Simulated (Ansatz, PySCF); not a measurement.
Process, species as SMILES: COB(O)OC [dimethoxyborinic acid] + 5 [H][H] (H2) → B (BH3) + 2 C (CH4) + 3 O (H2O)
Each molecule is optimised on its own at B3LYP-D3(BJ)/def2-TZVP (Ansatz, a program for electronic structure), one conformer each, not searched for the lowest. Frequencies are from Ansatz or PySCF.

Wanted: energy of full hydrogenation (enthalpy at 298 K, with B3LYP-D3(BJ) rigid-rotor harmonic-oscillator terms), in kJ/mol. Correlated levels leave the core frozen unless marked. Spin-orbit coupling is left out. No relativistic terms. Basis-set limits of correlation are two-point, X^-3; Hartree-Fock from the larger set.

| level | program | energy of full hydrogenation (kJ/mol) |
|---|---|---|
| HF/aug-cc-pVTZ | Ansatz | 119.5 |
| HF/cc-pVTZ | Ansatz | 136.4 |
| r2SCAN/def2-TZVPD | Ansatz | 187.6 |
| PBE0-D4/def2-TZVPD | Ansatz + dftd4 | 160.3 |
| PBE0/def2-TZVP | Ansatz | 170.7 |
| BHLYP-D3(BJ)/def2-TZVPD | Ansatz + dftd3 | 164.5 |
| r2SCAN0/def2-TZVPD | Ansatz | 172.3 |

Estimate the value at CCSD(T)/CBS(cc-pVTZ,cc-pVQZ) as computed with Ansatz.

164.3 kJ/mol, so r2SCAN0/def2-TZVPD differs from it by 8.0 kJ/mol.
